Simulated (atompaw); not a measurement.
**Before and after: PAW (atompaw) potential for iridium (Ir)**

* Element: iridium (Ir)
* Generator: atompaw 4.2.0.5
* Type: PAW
* Functional: PBEsol
* Relativity: scalar-relativistic
* Frozen core: [Kr] 4d10 4f14
* Valence charge: 17
* Reference configuration: 5s2 5p6 5d7 6s0 6p0 (charge +2)
* Partial waves: 5s (bound): rc 1.10 bohr; 6s (bound, empty): rc 2.60 bohr; 5p (bound): rc 2.10 bohr; 6p (bound, empty): rc 1.80 bohr; 5d (bound): rc 2.60 bohr; 5d channel at 2.5 Ry: rc 2.60 bohr
* Local potential: troulliermartins scheme with l = 3 at 0.5 Ry, radius 1.90 bohr
* Core correction: smooth core density matched at 1.65 bohr
* Augmentation charge: sinc compensation charge, radius 2.05 bohr; PAW radius 2.60 bohr; waves and projectors: custom polynom2 7 10 vanderbiltortho

Change: wave 5d channel at 2.5 Ry: rc 2.60 bohr becomes 5d channel at 0.46 Ry: rc 2.60 bohr.

Cutoffs: the cutoffs (Ry, on a coarse ladder) from which the occupation-weighted sum of valence levels, in a spherical-Bessel basis at the reference potential, stays within 10 and 1 mRy of its value at 400 Ry; they do not see the model core or the augmentation charge, which bear on the density cutoff.

**Question.** What does the change do?

**Answer.** The potential gets harder (40 Ry and 120 Ry → 40 Ry and 140 Ry); the range in which the d phases agree widens (upper end 0.5 → at the end of the scan); neither file shows a bound ghost.

| quantity | base | changed |
| --- | --- | --- |
| cutoff, loose | 40 Ry | 40 Ry |
| cutoff, tight | 120 Ry | 140 Ry |
| bound ghosts | none | none |
| s: phases at 2.62 bohr within 0.05 rad from the reference energy up to (Ry; the scan ends near 5) | n/a | n/a |
| p: phases at 2.62 bohr within 0.05 rad from the reference energy up to (Ry; the scan ends near 5) | 0.9 | 0.9 |
| d: phases at 2.62 bohr within 0.05 rad from the reference energy up to (Ry; the scan ends near 5) | 0.5 | to the end of the scan |
| lowest overlap eigenvalue by channel | s 0.31, p 1.00, d 0.96 | s 0.31, p 1.00, d 0.92 |

 The cutoffs see the waves, projectors and local potential, not the compensation charge or the core.
